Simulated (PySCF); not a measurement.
CH8OSSi2.
Numbering: `[CH3:1][S:2][Si@@H:3]([OH:4])[SiH3:5]` (hydrogens: H6, H7, H8 on C1; H9 on Si3; H10 on O4; H11, H12, H13 on Si5)

Theory: PySCF, PBE0-D3(BJ)/def2-SVP geometry optimisation, gas phase.

(1) What internal coordinates does the optimisation give?

Results:

(1) 
```
                     bond  length (Å)
                    C1–S2       1.823
                   S2–Si3       2.153
                   Si3–O4       1.665
                  Si3–Si5       2.335
      C1–H6, C1–H7, C1–H8       1.099
                   Si3–H9       1.502
                   O4–H10       0.963
Si5–H11, Si5–H12, Si5–H13       1.496
```

Bonds in one row agree within 0.01 Å and their mean is given. A selection of angles:
```
      angle  degrees
   S2–C1–H6    111.4
   S2–C1–H7    106.7
   H6–C1–H7    108.9
   H7–C1–H8    108.5
  C1–S2–Si3     98.8
  S2–Si3–O4    109.4
 S2–Si3–Si5    109.8
  S2–Si3–H9    105.9
 O4–Si3–Si5    107.1
  O4–Si3–H9    112.8
 Si5–Si3–H9    111.8
 Si3–O4–H10    115.9
Si3–Si5–H11    109.4
Si3–Si5–H12    107.7
Si3–Si5–H13    113.0
H11–Si5–H12    108.7
H12–Si5–H13    108.4
```

Dihedral angles: C1–S2–Si3–O4 156° (antiperiplanar); H10–O4–Si3–S2 -57° (synclinal).

Si5 (SiH3 silicon) is tetrahedral (angles from 107.7° to 113.0°). Si3 (oxygen-bound silicon) is distorted tetrahedral (angles from 105.9° to 112.8°). S2 (sulfur bonded to C and Si) is bent (angle 98.8°).

Point group: C1 (no symmetry element, even within 0.4 Å). No frequency check. The numbers are those of one conformer (C1–S2–Si3–O4 156°, S2–Si3–O4–H -57°).

On one thread of an Arm Neoverse V1, no GPU, shared host with 32 logical CPUs at a one-minute load of 30, this took 46 s and 0.52 GiB of memory at its peak. This is the geometry optimisation.
